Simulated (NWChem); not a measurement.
System: CH3FNiO, triplet; SMILES C[O][Ni][F]

The following NWChem deck was run.

```
start job
memory heap 200 mb stack 900 mb global 1100 mb
geometry units angstroms noautoz
  Ni    -0.049367     0.520738    -0.005948
  F     -0.094956     2.234479    -0.002377
  O      0.004670    -1.155943    -0.007972
  C      0.175246    -2.518447    -0.008457
  H      1.235077    -2.792097     0.152760
  H     -0.419810    -2.996111     0.792389
  H     -0.142756    -2.961295    -0.970968
end
basis spherical
  * library 6-31g*
end
dft
  odft
  mult 3
  xc b3lyp
  iterations 150
  mulliken
end
task dft energy
```

Parts of the log:

```
             Northwest Computational Chemistry Package (NWChem) 7.3.0
             --------------------------------------------------------

 C1  symmetry detected

                             Geometry "geometry" -> ""
                             -------------------------

 Output coordinates in angstroms (scale by  1.889725989 to convert to a.u.)

  No.       Tag          Charge          X              Y              Z
 ---- ---------------- ---------- -------------- -------------- --------------
    1 Ni                  28.0000    -0.01398201     0.49289140    -0.00019143
    2 F                    9.0000     0.03302287     2.20659782     0.00025159
    3 O                    8.0000    -0.05052150    -1.18426316     0.00064753
    4 C                    6.0000     0.04626225    -2.55398788    -0.00015705
    5 H                    1.0000     1.09293862    -2.88424687     0.13953747
    6 H                    1.0000    -0.55675531    -2.99783316     0.81407881
    7 H                    1.0000    -0.31529444    -2.98022698    -0.95475856

 Effective nuclear repulsion energy (a.u.)     244.1078415145

                                 NWChem DFT Module
                                 -----------------

 Summary of "ao basis" -> "ao basis" (spherical)
 ------------------------------------------------------------------------------
       Tag                 Description            Shells   Functions and Types
 ---------------- ------------------------------  ------  ---------------------
 Ni                          6-31g*                 12       34   5s4p2d1f
 F                           6-31g*                  6       14   3s2p1d
 O                           6-31g*                  6       14   3s2p1d
 C                           6-31g*                  6       14   3s2p1d
 H                           6-31g*                  2        2   2s

            General Information
            -------------------
          SCF calculation type: DFT
          Wavefunction type:  spin polarized.
          No. of atoms     :     7
          No. of electrons :    54
           Alpha electrons :    28
            Beta electrons :    26
          Charge           :     0
          Spin multiplicity:     3
          Use of symmetry is: off; symmetry adaption is: off
          Maximum number of iterations: 150
          AO basis - number of functions:    82
                     number of shells:    36
          Convergence on energy requested:  1.00D-06
          Convergence on density requested:  1.00D-05
          Convergence on gradient requested:  5.00D-04

              XC Information
              --------------
                         B3LYP Method XC Potential
                     Hartree-Fock (Exact) Exchange  0.200
                        Slater Exchange Functional  0.800 local
                    Becke 1988 Exchange Functional  0.720 non-local
              Lee-Yang-Parr Correlation Functional  0.810
                  VWN I RPA Correlation Functional  0.190 local

             Grid Information
             ----------------
          Grid used for XC integration:  medium
          Radial quadrature: Mura-Knowles
          Angular quadrature: Lebedev.
          Tag              B.-S. Rad. Rad. Pts. Rad. Cut. Ang. Pts.
          ---              ---------- --------- --------- ---------
          Ni                  1.35      112          10.0       590
          F                   0.50       49          12.0       434
          O                   0.60       49           8.0       434
          C                   0.70       49          11.0       434
          H                   0.35       45          12.0       434
          Grid pruning is: on
          Number of quadrature shells:   394
          Spatial weights used:  Erf1

      Superposition of Atomic Density Guess
      -------------------------------------

 Sum of atomic energies:       -1719.85045932

      Non-variational initial energy
      ------------------------------

 Total energy =   -1720.110339
 1-e energy   =   -2874.232423
 2-e energy   =     910.014243
 HOMO         =      -0.343646
 LUMO         =      -0.343448

     ---------------------------------------------
      Total Density - Mulliken Population Analysis
     ---------------------------------------------

    Atom       Charge   Shell Charges
 -----------   ------   -------------------------------------------------------
    1 Ni  28    28.09   2.00  2.00  6.00  2.00  6.00  0.41  0.10  0.16  0.03  6.16  3.22  0.01
    2 F    9     9.77   2.00  0.96  3.53  1.02  2.26  0.01
    3 O    8     8.18   2.00  0.92  2.64  0.89  1.72  0.02
    4 C    6     5.92   2.00  0.69  1.66  0.63  0.89  0.05
    5 H    1     0.68   0.40  0.27
    6 H    1     0.68   0.40  0.27
    7 H    1     0.68   0.40  0.27

     --------------------------------------------
      Spin Density - Mulliken Population Analysis
     --------------------------------------------

    Atom       Charge   Shell Charges
 -----------   ------   -------------------------------------------------------
    1 Ni  28     0.40   0.00  0.00  0.00  0.00  0.00  0.00  0.01  0.00  0.00  0.28  0.10  0.00
    2 F    9     0.02   0.00  0.00  0.02 -0.00  0.00  0.00
    3 O    8     0.87   0.00  0.00  0.58  0.00  0.29  0.00
    4 C    6     0.28   0.00 -0.00  0.18 -0.00  0.08  0.02
    5 H    1     0.14   0.08  0.06
    6 H    1     0.14   0.08  0.06
    7 H    1     0.14   0.08  0.06

[...]
```

Level: B3LYP/6-31G* (spherical d), spin-unrestricted. Structure relaxed at the PBE0/def2-SVP, spin-unrestricted level. No frequency run checked for a minimum. This spin state was assumed; another may lie lower. No stability test was run on the SCF state.
